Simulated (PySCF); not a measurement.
# Two-component Hartree-Fock for Pr²⁴⁺ (praseodymium, charge +24)

Start: [Ar] 3d10 4s2 4p5; 4p1/2 filled at m_j = -1/2, +1/2; 4p3/2 filled at m_j = -1/2, +1/2, +3/2. Calculated with PySCF 2.14 in an uncontracted even-tempered set (17 s from 1.8 bohr⁻², ratio 2.8; 14 p from 2.3 bohr⁻², ratio 2.8; 9 d from 4.2 bohr⁻², ratio 2.8; 4 f from 13 bohr⁻², ratio 3): generalised Hartree-Fock with the X2C-1e Hamiltonian and a Gaussian nucleus; spin-orbit coupling (SO) screened by Boettger's factors.

| spinor shell | electrons | ε, screened SO (eV) | weight of nominal j (screened SO) | rms radius, screened SO (bohr) |
| --- | --- | --- | --- | --- |
| 1s1/2 | 2 | -42932.8 | 1.000 | 0.0275 |
| 2s1/2 | 2 | -7637.6 | 1.000 | 0.111 |
| 2p1/2 | 2 | -7246.7 | 1.000 | 0.0957 |
| 2p3/2 | 4 | -6759.3 | 1.000 | 0.102 |
| 3s1/2 | 2 | -2241.0 | 1.000 | 0.287 |
| 3p1/2 | 2 | -2075.0 | 1.000 | 0.278 |
| 3p3/2 | 4 | -1973.1 | 1.000 | 0.290 |
| 3d3/2 | 4 | -1687.9 | 0.999 | 0.262 |
| 3d5/2 | 6 | -1666.0 | 1.000 | 0.265 |
| 4s1/2 | 2 | -937.36 | 1.000 | 0.612 |
| 4p1/2 | 2 | -866.88 | 0.996 | 0.623 |
| 4p3/2 | 3 | -839.13 | 0.997 | 0.646 |

```tsv
quantity	screened SO
E (hartree)	-8973.58794
M_J	3/2
⟨J²⟩	3.752
⟨L²⟩	2.028
⟨S²⟩	0.777
```

Each row is a mean over spinors that exchange with the open shell spreads, by up to 9.288 eV (4s1/2).

Breit and QED terms are absent; they matter most for the inner s and p1/2 levels.

Densities and radii are taken from the X2C orbitals without a picture-change correction, which distorts them close to the nucleus.
